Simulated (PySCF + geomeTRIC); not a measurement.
Species: CHF3Se, SMILES `FC(F)(F)[SeH]` (charge 0, multiplicity 1).

Q: Give a relaxed geometry from PySCF + geomeTRIC with B3LYP-D3(BJ)/def2-TZVP.

A: the end point of this relaxation (outside a Z-matrix the atoms follow the SMILES, hydrogens last).
Z-matrix (Å, degrees):
```
C
F 1 1.3398
F 1 1.3399 2 107.17
F 1 1.3404 2 108.09 3 -116.37
Se 1 1.9753 2 112.68 3 124.37
H 5 1.4712 1 91.89 2 -61.90
```
